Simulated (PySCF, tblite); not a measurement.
Compound: C4H7PSSi.
Numbering: `[CH3:1][c:2]1[p:3][cH:4][c:5]([SiH3:6])[s:7]1` (hydrogens: H8, H9, H10 on C1; H11 on C4; H12, H13, H14 on Si6)

Structure optimised with GFN2-xTB, isolated species.

Question: Give the optimised bond lengths and angles.

Answer: 
```tsv
bond	length (bohr)
C1–C2	2.820
C2–P3	3.240
P3–C4	3.334
C4–C5	2.565
C5–Si6	3.555
C5–S7	3.268
C2–S7	3.271
C1–H8, C1–H9, C1–H10	2.060
C4–H11	2.040
Si6–H12, Si6–H13, Si6–H14	2.765
```

Bonds in one row agree within 0.02 bohr and their mean is given. A selection of angles:
```tsv
angle	degrees
C2–C1–H8	110.8
C2–C1–H10	109.9
H8–C1–H9	107.7
H8–C1–H10	108.8
C1–C2–P3	125.2
C1–C2–S7	117.9
P3–C2–S7	116.9
C2–P3–C4	93.2
P3–C4–C5	119.1
P3–C4–H11	120.3
C5–C4–H11	120.6
C4–C5–Si6	127.2
C4–C5–S7	114.6
Si6–C5–S7	118.2
C5–Si6–H12	108.5
C5–Si6–H13	107.0
H12–Si6–H13	111.4
H12–Si6–H14	110.0
C2–S7–C5	96.2
```

P3 (phosphorus bonded to 2 C) is bent (angle 93.2°). Si6 (SiH3 silicon) is tetrahedral (angles from 107.0° to 111.4°). The 5-membered ring C2–P3–C4–C5–S7 has internal angles of 93.2° to 119.1° (sum 540°, against 540° for a flat polygon); it is planar, 0.00 Å rms from its mean plane, widest ring torsion 0°. The C–C distances run from 1.357 Å (C4–C5, aromatic) to 1.492 Å (C1–C2, drawn single), a spread of 0.135 Å. The 2 C–P bonds span 1.715 Å (C2–P3, aromatic) to 1.764 Å (P3–C4, aromatic), a spread of 0.049 Å. The 7 heavy atoms lie in one plane (0.000 Å rms).

Point group: Cs (tolerance 0.08 Å). Its GFN2-xTB frequencies are all real (lowest 55 cm⁻¹). 2 starts were optimised and ended at 0.00 and 0.24 kcal/mol (GFN2-xTB); the lowest of these is shown.

All values are computed, not measured.
